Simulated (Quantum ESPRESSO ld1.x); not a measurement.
ld1.x (Quantum ESPRESSO 7.5) input

```
 &input
    zed=57.0,
    iswitch=1,
    rel=1,
    dft='B86BPBE',
    config='[Xe] 5d1 6s1 6p1 7s0 6d0',
    verbosity='high',
    prefix='ld1',
    max_out_wfc=37,
    file_charge='ld1.rho',
 /
```

Output (excerpt):

```
     Program LD1 v.7.5 starts

     --------------------------- All-electron run ----------------------------

     scalar relativistic calculation

     atomic number is 57.00
     dft =B86BPBE   lsd =0 sic =0 latt =0  beta=0.20 tr2=1.0E-14
     Exchange-correlation= B86BPBE
                           (   1   4  22   4   0   0   0)
     mesh =2083 r(mesh) = 100.78089 a.u. xmin = -8.00 dx = 0.00800
     1 Ry =  13.60569312 eV, c = 137.03599908

     n l     nl                  e(Ry)          e(Ha)          e(eV)
     1 0     1S 1( 2.00)   -2848.648951677   -1424.324475838 -38757.8434517
     2 0     2S 1( 2.00)    -453.539964318    -226.769982159  -6170.7255735
     2 1     2P 1( 6.00)    -406.475747889    -203.237873945  -5530.3842877
     3 0     3S 1( 2.00)     -97.075316491     -48.537658245  -1320.7769660
     3 1     3P 1( 6.00)     -82.048463045     -41.024231523  -1116.3262094
     4 0     4S 1( 2.00)     -19.671449609      -9.835724804   -267.6437067
     4 1     4P 1( 6.00)     -14.785544013      -7.392772007   -201.1675745
     3 2     3D 1(10.00)     -60.466614798     -30.233307399   -822.6902051
     5 0     5S 1( 2.00)      -2.942982890      -1.471491445    -40.0413221
     5 1     5P 1( 6.00)      -1.726980301      -0.863490150    -23.4967640
     4 2     4D 1(10.00)      -7.716877270      -3.858438635   -104.9934640
     5 2     5D 1( 1.00)      -0.292029274      -0.146014637     -3.9732607
     6 0     6S 1( 1.00)      -0.316077116      -0.158038558     -4.3004482
     6 1     6P 1( 1.00)      -0.137159515      -0.068579757     -1.8661503
     7 0     7S 1( 0.00)      -0.026044913      -0.013022456     -0.3543591
     6 2     6D 1( 0.00)       0.000000000       0.000000000      0.0000000

     final scf error:  1.5E-15 reached in  26 iterations

     Etot =  -16988.094493 Ry,   -8494.047247 Ha, -231134.800422 eV

     Ekin =   17970.387951 Ry,    8985.193975 Ha,  244499.583762 eV
     Encl =  -41106.168775 Ry,  -20553.084387 Ha, -559277.917813 eV
     Eh   =    6555.499233 Ry,    3277.749616 Ha,   89192.110828 eV
     Exc  =    -407.812902 Ry,    -203.906451 Ha,   -5548.577199 eV
```

Run on one thread of a shared host, so times are rough (Intel(R) Xeon(R) Processor @ 2.60GHz): 0.52 s of CPU time, 1.2 s wall, 26 iterations on 2083 mesh points.
